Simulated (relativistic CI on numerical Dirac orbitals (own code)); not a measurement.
# Spin-allowed bands of a d2 ion in an octahedral site, by hand

Problem. Take Δ = 13630 cm⁻¹ and B = 470 cm⁻¹ for a d2 ion in an octahedral site. Calculate the three spin-allowed bands.

Working.
1. The terms of highest spin are 3F (energy 0) and 3P (15B = 7050 cm⁻¹). Here the F term splits into A2 at +1.2Δ = 16356, T2 at +0.2Δ = 2726 and T1 at −0.6Δ = -8178 cm⁻¹.
2. The two T1 states mix through the element 0.4Δ: H = [[-8178, 5452], [5452, 7050]], with roots ½(H₁₁ + H₂₂) ∓ ½√[(H₂₂ − H₁₁)² + 4H₁₂²] = ½(-1128) ∓ ½(18729) = -9929 and 8801 cm⁻¹.
3. The ground term is 3T1 at -9929 cm⁻¹.
4. Bands: 3T2 12655 cm⁻¹ (790 nm), 3T1(P) 18729 cm⁻¹ (534 nm), 3A2 26285 cm⁻¹ (380 nm).

Check. Exact diagonalisation of the whole d2 shell with these parameters gives 3T2 12655, 3T1 18729, 3A2 26285 cm⁻¹. The match is exact, since without spin-orbit coupling no other term has this spin. The ratio of the second band to the first, 1.480, depends on Δ/B = 29.0 alone, which is how a Tanabe-Sugano diagram is read.
